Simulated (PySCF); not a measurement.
C2H4OSe.
SMILES with atom numbers: `[O:1]=[CH:2][CH2:3][SeH:4]` (hydrogens: H5 on C2; H6, H7 on C3; H8 on Se4)

Computed with MP2 and CCSD/aug-cc-pVDZ in PySCF, restricted Hartree–Fock reference, frozen core, non-relativistic, gas phase, PBE0-D3(BJ)/def2-SVP geometry.

E(HF) = -2552.74293 Eh.

(1) How large is the problem?

(2) What are the MP2 and CCSD correlation energies?

(3) What is the T1 diagnostic?

(4) How does correlation change the dipole moment?

## Answers

(1) 141 basis functions and 58 electrons; 12 orbitals frozen, which leaves o = 17 correlated occupied and v = 112 virtual orbitals. That is o·v = 1904 singles and o·v(o·v + 1)/2 = 1813560 distinct closed-shell doubles amplitudes before symmetry; the costliest CCSD step grows as o²v⁴ = 4.5 × 10^10.

(2) MP2 -0.6234 Eh and CCSD -0.6572 Eh, which gives totals of -2553.36632 and -2553.40012 Eh. That is 0.526 eV for each correlated electron at CCSD (1725 kJ/mol in all, 0.026 % of the total energy); MP2 gives 94.9 % of the CCSD value.

(3) 0.0130, below the customary warning level of 0.02. It is the norm of the spatial-orbital singles amplitudes over the root of the number of correlated electrons, so the norm is 0.076.

(4) HF gives 3.07 D and CCSD (unrelaxed density) 2.60 D, a change of -0.47 D.

Connected triples and the basis-set limit are missing.

The job also held the EOM ionisation roots. On an Arm Neoverse V2 with one thread, shared host, this took 3.7 min wall.

Shape of the structure used: `[O:1]=[CH:2][CH2:3][SeH:4]`: O1–C2–C3–Se4 0°, H–Se4–C3–C2 0°.

One conformer stands for the species.
